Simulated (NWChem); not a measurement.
# C₂H₄F₂Si; SMILES F/C=C(/F)[SiH3]

```xyz
9

F      0.6258    -1.9063     0.6793
C     -0.4677    -1.3160     0.1643
C     -0.4679    -0.0240    -0.1664
F     -1.6366     0.4666    -0.6810
Si     0.9146     1.2441    -0.0305
H     -1.3171    -1.9833     0.0522
H      2.1274     0.6097     0.5365
H      0.4597     2.3579     0.8410
H      1.2013     1.7879    -1.3829
```
Atoms are numbered in this order, from 1.

The geometry was optimised at B3LYP/6-31G* (spherical d). B3LYP is NWChem's, with the RPA form of VWN correlation.

### Question
Give the principal values of the shielding tensors (ppm) of F1, C2, C3, F4, Si5 from B3LYP/6-31G* (spherical d), GIAO (NWChem), with their diamagnetic and paramagnetic parts as GIAO splits them.

### Answer
| atom | σ11 | σ22 | σ33 | isotropic | diamagnetic | paramagnetic |
|---|---|---|---|---|---|---|
| F1 | 268.4 | 329.3 | 425.4 | 341.1 | 472.0 | -131.0 |
| C2 | -50.9 | 72.1 | 96.2 | 39.1 | 254.3 | -215.2 |
| C3 | -24.4 | 62.1 | 89.7 | 42.5 | 250.9 | -208.5 |
| F4 | 279.4 | 355.8 | 437.7 | 357.6 | 471.5 | -113.9 |
| Si5 | 463.2 | 464.7 | 489.3 | 472.4 | 882.9 | -410.6 |
